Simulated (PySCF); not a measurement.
**Exercise with solution: oscillator strength and radiative lifetime**

Si(H)3(OH) (H4OSi), SMILES O[SiH3].

Coordinates come from a B3LYP-D3(BJ)/def2-TZVP optimisation.

TDDFT-PBE0/def2-TZVPD (PySCF) puts the first singlet state with f over 0.02 at 8.17 eV (vertical), with the transition dipole (0.000, 0.000, -0.428) in atomic units.

Problem. Find the oscillator strength, the wavelength and the radiative lifetime that this transition would have in vacuum if emission retraced absorption.

Solution. 
|μ|² = 0.1832 au, so |μ| = 1.09 D. ΔE = 8.17/27.211 = 0.3002 hartree. f = (2/3) ΔE |μ|² = 0.037 (the program prints 0.037).
λ = 1239.84/8.17 = 152 nm; ν = 65895 cm⁻¹.
Einstein's coefficient A = 0.6670 ν² f s⁻¹ (ν in cm⁻¹) = 1.1e8 s⁻¹, so τ = 1/A = 9.4 ns. This state is S3; the lower singlets have f = 0.002, 0.009. The figure is the radiative limit of this one transition; relaxation, internal conversion, crossing to triplets and a medium change what is measured.
